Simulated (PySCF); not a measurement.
SMILES [NH2][Ga]([Cl])[Br] (H2BrClGaN) (PBE0/def2-SVP optimised geometry):

```
6

Ga    -0.170     0.292     0.000
Cl    -1.217     2.155     0.000
Br     2.103     0.292     0.000
N     -1.091    -1.243    -0.003
H     -0.653    -2.155     0.005
H     -2.103    -1.282    -0.002
```

Computed with PBE0/def2-TZVP (PySCF).

Q: What are the frontier orbital energies and the dipole moment?

A: HOMO-2 -8.84 eV, HOMO-1 -8.62 eV, HOMO -8.02 eV, LUMO -1.19 eV, LUMO+1 -0.59 eV; dipole moment 2.58 D.

Meta-Löwdin charges at PBE0/def2-TZVP: Ga1 0.70, Cl2 -0.29, Br3 -0.25, N4 -0.67, H5 0.25, H6 0.25.
